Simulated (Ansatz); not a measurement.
**The atomisation energy (no zero-point term) down a group: Al to In**

One atom is swapped for its congeners: AlHF `[F][AlH]`; GaHF `[F][GaH]`; InHF `[F][InH]`. All are doublets with charge 0.

Shapes, held fixed at every level: PBE0-D4/def2-TZVP. Programs: Ansatz 0.2.0. Values in eV.

```
             level  AlHF  InHF
     HF/def2-TZVPP  6.58  4.30
 PBE-D4/def2-TZVPP  8.62  6.56
wB97M-V/def2-TZVPP  8.50  6.40
wB97X-V/def2-TZVPP  8.56  6.47
 B2PLYP/def2-TZVPP  8.51  6.28
CCSD(T)/def2-TZVPP  8.35  6.20
```

Task: Estimate the column for GaHF from its neighbours.

Result: The mean of the neighbours at CCSD(T)/def2-TZVPP is 7.28 eV, against 7.09 from the run. All rows: HF/def2-TZVPP 5.14; PBE-D4/def2-TZVPP 7.32; wB97M-V/def2-TZVPP 7.14; wB97X-V/def2-TZVPP 7.23; B2PLYP/def2-TZVPP 7.13; CCSD(T)/def2-TZVPP 7.09 eV. At CCSD(T)/def2-TZVPP the atomisation energy falls at every step, from 8.35 to 6.20 eV. Every level shows the same order. Open shells run unrestricted unless RO is named. For atoms past krypton def2 sets carry core potentials with scalar relativity. Relativity is left out for Ga unless named. Correlated rows may include outer-core shells of Ga, In, which these sets cover unevenly. Spin-orbit coupling, which grows down the group, is left out (summed over each molecule's free atoms 0.03, 0.08, 0.20 eV).
